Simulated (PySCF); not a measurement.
Al(F)(GeH3)(Me) (CH6AlFGe), SMILES [CH3][Al]([F])[GeH3].

Geometry optimised at PBE0-D3(BJ)/def2-SVP.

Two levels are set side by side: TDA-PBE/def2-SVPD (PySCF) and TDA-PBE0/def2-SVPD (PySCF). Vertical, same geometry. The lowest singlet is HOMO→LUMO 97 % with PBE and HOMO→LUMO 97 % with the other functional; states are paired by order. Differences are taken from unrounded values.

```json
[
 {"quantity": "lowest singlet excitation (eV)", "TDA-PBE0": "4.96"},
 {"quantity": "lowest triplet excitation (TDA) (eV)", "TDA-PBE0": "4.23"},
 {"quantity": "first bright state (f over 0.05) (eV)", "TDA-PBE0": "6.22"},
 {"quantity": "its oscillator strength", "TDA-PBE0": "0.29"}
]
```

### Question
What does TDA-PBE give, and how far is it from TDA-PBE0? (An estimate is asked for; the answer gives what the named calculation found.)

### Answer

```csv
quantity,TDA-PBE,TDA-PBE minus TDA-PBE0
lowest singlet excitation (eV),4.61,-0.35
lowest triplet excitation (TDA) (eV),4.00,-0.23
first bright state (f over 0.05) (eV),5.68,-0.54
its oscillator strength,0.23,-0.06
```

A lower first singlet is the usual sign of a functional without exact exchange. Differences between two approximate levels are no errors against the true value.

Rough cost on one machine, each run with all the roots and properties that it gave: TDA-PBE0 against TDA-PBE within a factor of 2.
